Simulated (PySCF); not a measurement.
Species: C₇H₁₀F₃P.
Numbering: `[CH3:1][C:2]1=[CH:3][CH2:4][P:5]([CH2:6][C:7]([F:8])([F:9])[F:10])[CH2:11]1`

Cartesian coordinates in Å at the GFN2-xTB level; atoms count from 1:
```
atom  x, y, z in Å
C1    -2.5482    0.7618    0.7688
C2    -1.4811    0.1906   -0.1025
C3    -1.4061   -1.0562   -0.5423
C4    -0.2576   -1.3869   -1.4456
P5     0.9578    0.0205   -1.2796
C6     1.6904   -0.5833    0.3485
C7     2.7329    0.3893    0.8244
F8     2.2146    1.5684    1.2054
F9     3.6424    0.6653   -0.1206
F10    3.4213   -0.0697    1.8876
C11   -0.3822    1.1058   -0.5729
H12   -3.2950    0.0103    1.0104
H13   -2.1189    1.1431    1.6951
H14   -3.0369    1.5951    0.2649
H15   -2.1328   -1.8201   -0.3156
H16    0.2118   -2.3441   -1.2080
H17   -0.5937   -1.4394   -2.4864
H18    2.1941   -1.5364    0.1719
H19    0.9290   -0.7074    1.1217
H20   -0.7494    1.7579   -1.3725
H21   -0.0014    1.7523    0.2193
```

NICS is the negative of the GIAO shielding at a point without a nucleus: at the ring centre (0) and 1 Å above and below it (1); zz is the component along the ring normal. Level: GIAO PBE0/pcSseg-1 (PySCF, non-relativistic, gas phase) on the GFN2-xTB geometry, one conformer.

Ring bond lengths (Å), with Mayer bond orders in brackets: C2–C3 1.324 (1.86), C3–C4 1.498 (1.01), C4–P5 1.867 (0.97), P5–C11 1.864 (0.96), C11–C2 1.505 (1.01).

Question: What do the NICS probes read (ppm)?

Answer: 
```csv
ring,type,NICS(0),"NICS(1), two faces","NICS(1)zz, two faces",rms pucker (Å),"centre to ring atoms, mean (Å)"
C2–C3–C4–P5–C11,"5-membered ring with P; formal bonds 1 double, 4 single",-3.2,-4.1 / -3.1,-4.5 / -3.9,0.11,1.36
```

Question: What can be read from them?

Answer: 
- C2–C3–C4–P5–C11: mean NICS(1)zz -4.2 ppm, shielded. C4, C11 have four or more neighbours, and the NICS criterion for π rings isn't applied.

Question: Give the inner angles of the rings and the Hirshfeld charges of the ring atoms.

Answer: 
- C2–C3–C4–P5–C11: C2 115.3° (+0.006 e), C3 116.8° (-0.065 e), C4 106.2° (-0.117 e), P5 90.3° (+0.151 e), C11 106.8° (-0.121 e); sum 535.4° against 540° for a flat convex ring.
